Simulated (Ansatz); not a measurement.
The cluster Te2Au3. Total charge 0; doublet. Geometry PBE-D4/def2-SVP.

```xyz
5

Au    0.368   -0.608   -1.637
Au   -0.769    1.597    0.207
Au    0.401   -0.989    1.430
Te    1.893    0.900    0.092
Te   -1.893   -0.900   -0.092
```

In the def2 sets Au, Te take a core potential; there is no spin–orbit coupling. No other spin state of charge 0 was run. The structure comes from a short search, and lower isomers may exist.

Q: Estimate the α-spin orbital energies around the gap (eV) in Ansatz with LDA (SPW92)/def2-TZVP, PBE-D4/def2-SVP, PBE-D4/def2-TZVP, PBE0-D4/def2-SVP, PBE0-D4/def2-TZVP.

A: 
```tsv
orbital	LDA (SPW92)/def2-TZVP	PBE-D4/def2-SVP	PBE-D4/def2-TZVP	PBE0-D4/def2-SVP	PBE0-D4/def2-TZVP
HOMO−9	-7.94	-7.73	-7.68	-9.26	-9.17
HOMO−8	-7.80	-7.63	-7.58	-9.18	-9.09
HOMO−7	-7.72	-7.56	-7.51	-9.18	-9.09
HOMO−6	-7.72	-7.56	-7.51	-8.95	-8.88
HOMO−5	-7.33	-7.18	-7.13	-8.78	-8.69
HOMO−4	-6.57	-6.36	-6.32	-7.40	-7.32
HOMO−3	-6.57	-6.36	-6.32	-7.40	-7.32
HOMO−2	-5.92	-5.67	-5.66	-6.50	-6.47
HOMO−1	-5.92	-5.67	-5.66	-6.50	-6.47
HOMO	-5.09	-4.88	-4.87	-5.78	-5.73
LUMO	-3.98	-3.67	-3.69	-2.95	-2.94
LUMO+1	-3.77	-3.43	-3.45	-2.64	-2.64
LUMO+2	-3.77	-3.43	-3.45	-2.64	-2.64
LUMO+3	-1.16	-0.82	-0.93	-0.21	-0.32
LUMO+4	-1.16	-0.82	-0.93	-0.21	-0.32
LUMO+5	-0.30	0.20	-0.07	0.88	0.60
β HOMO	-5.82	-5.55	-5.55	-6.31	-6.29
β LUMO	-4.82	-4.51	-4.48	-3.92	-3.87
```
